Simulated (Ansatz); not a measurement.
CF2 (SMILES F[C]F, charge +1) moved off its minimum; all values from Ansatz (a first-principles code), cores frozen in correlated methods. Open shells are unrestricted.
(charge 1, multiplicity 2)
```xyz
3

F     -1.09193    -0.40091     0.14957
C     -0.04524     0.51542    -0.03883
F      0.87141     0.05345     0.07068
```

Forces at PBE/def2-TZVPP (eV/Å):

| atom | Fx | Fy | Fz |
|---|---|---|---|
| F1 | 1.146 | 3.339 | -0.713 |
| C2 | -23.882 | 5.453 | -1.424 |
| F3 | 22.736 | -8.792 | 2.137 |

Q: Give the forces (eV/Å), the total energy and the dipole at CCSD(T)/cc-pVTZ.

A: 
```
atom       Fx      Fy      Fz
----  -------  ------  ------
F1      1.617   3.796  -0.808
C2    -24.028   4.781  -1.280
F3     22.412  -8.577   2.087
```
Energy -236.9117 hartree.
